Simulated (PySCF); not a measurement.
Species: C₅H₆N₂O₂.
Atom-mapped SMILES: `[CH3:1][n:2]1[n:3][c:4]([OH:5])[cH:6][cH:7][c:8]1=[O:9]` (hydrogens: H10, H11, H12 on C1; H13 on O5; H14 on C6; H15 on C7)

Method used: PySCF 2.14.0, density-fitted response routines, TDDFT B3LYP/def2-SVPD, vertical, gas phase, core orbitals frozen in the response. Isolated species at its PBE0-D3(BJ)/def2-SVP geometry (one conformer only). Torsions of this conformer, `[CH3:1][n:2]1[n:3][c:4]([OH:5])[cH:6][cH:7][c:8]1=[O:9]`: H–O5–C4–N3 0°.

```
state  E (eV)  E (kJ/mol)  λ (nm)       f  |μ| (D)  main configurations (H = HOMO, L = LUMO)
   S1    3.91         378   316.8   0.067     2.12                                 H→L (98%)
   S2    4.00         386   310.0  0.0004     0.16                               H-1→L (99%)
   S3    5.63         543   220.1  0.0020     0.30                H-1→L+1 (73%), H-3→L (21%)
   S4    5.66         547   218.9   0.026     1.09                  H→L+1 (65%), H-2→L (31%)
   S5    5.74         554   216.0  0.0000     0.04                               H→L+2 (93%)
   S6    5.91         570   209.8  0.0013     0.24                H-3→L (78%), H-1→L+1 (19%)
   S7    6.21         599   199.6  0.0044     0.43                               H→L+3 (98%)
   S8    6.48         625   191.3   0.363     3.84     H-2→L (49%), H→L+1 (27%), H-4→L (14%)
   S9    6.51         628   190.5  0.0083     0.58                               H→L+4 (99%)
  S10    6.75         652   183.6   0.053     1.44              H-1→L+2 (83%), H-1→L+3 (12%)
```

Triplets (Tamm–Dancoff): T1 2.63 eV, H→L (97%); T2 3.75 eV, H-1→L (96%); T3 4.35 eV, H-2→L (58%), H→L+1 (33%); T4 4.39 eV, H→L+1 (60%), H-2→L (36%).

The lowest singlet comes at 317 nm (378 kJ/mol) in the ultraviolet; it is of moderate strength; its leading configuration is HOMO→LUMO (98%). The most intense listed level is S8 at 6.48 eV (191 nm, f = 0.363), 2.57 eV above S1. Löwdin shares by element: HOMO nitrogen 36%, oxygen 34% (atoms not listed hold the other 30%); LUMO carbon 46% or more, nitrogen 27% (atoms not listed hold the other 27%). Weighted by f, the mean energy of these states is 6.13 eV. The listed states span 2.84 eV, and the widest gap between neighbours is 1.63 eV (S2 to S3). Of the 10 states listed, 4 reach f = 0.01 and 2 stay under 0.0005. The vertical ionisation energy (ΔSCF) is 8.47 eV, 1.72 eV above S10. Singlets were solved by full linear response, triplets in the Tamm–Dancoff approximation.

Time: 3.1 min. Hardware: Arm Neoverse V1, one thread, shared host.
